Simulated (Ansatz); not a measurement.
Total energies of `N=C(F)[S][GeH3]`.

```xyz
9

N    -0.967   -2.219   -0.994
C    -0.485   -1.208   -0.452
F     0.075   -1.224    0.782
S    -0.468    0.364   -1.215
Ge    0.534    1.614    0.353
H    -0.890   -3.044   -0.405
H     0.551    2.997   -0.309
H    -0.304    1.620    1.635
H     1.954    1.101    0.607
```

Total charge 0; spin multiplicity 1. Correlated methods include outer-core shells of Ge, which these sets cover unevenly. Scalar relativity is left out up to krypton. The geometry is a stationary point of PBE0-D4/def2-TZVP. It is one conformer, not always the lowest. Basis def2-TZVPP, Ansatz 0.2.0.

RPA on PBE orbitals: Hartree–Fock energy of these orbitals -2666.99037 Eh, correlation -1.64179 Eh (frozen core).

```tsv
functional	energy without D4 (Eh)	D4 term (kJ/mol)
LDA (SPW92)	-2664.42898	–
revPBE	-2670.10582	-61.8
r2SCAN	-2670.27062	-5.0
B97M-V	-2669.86767	–
B3LYP	-2670.46221	-34.3
r2SCANh	-2670.24819	-5.4
r2SCAN0	-2670.21645	-6.0
BHLYP	-2670.27644	-27.3
CAM-B3LYP	-2670.45951	-18.2
PBE-QIDH	-2669.34938	–
```

Q: Give the same for PBE, BLYP, PBE0, HSE06 (plane-wave form), LC-ωPBE, ωB97X-V, ωB97M-V, B2PLYP. (Best estimate.)

A: Ansatz gave: 
```csv
functional,energy without D4 (Eh),D4 term (kJ/mol)
PBE,-2669.70559,-21.1
BLYP,-2670.41253,-46.3
PBE0,-2669.79164,-17.8
HSE06 (plane-wave form),-2669.77601,-16.7
LC-ωPBE,-2669.89132,–
ωB97X-V,-2670.08359,–
ωB97M-V,-2670.19825,–
B2PLYP,-2669.77139,–
```

B3LYP takes the VWN-RPA correlation (the form of Gaussian; ORCA's B3LYP/G). HSE06 is the plane-wave form, built on full-range PBE exchange. The double hybrids freeze the cores in their second-order part.

LC-ωPBE has ω = 0.4 bohr⁻¹.
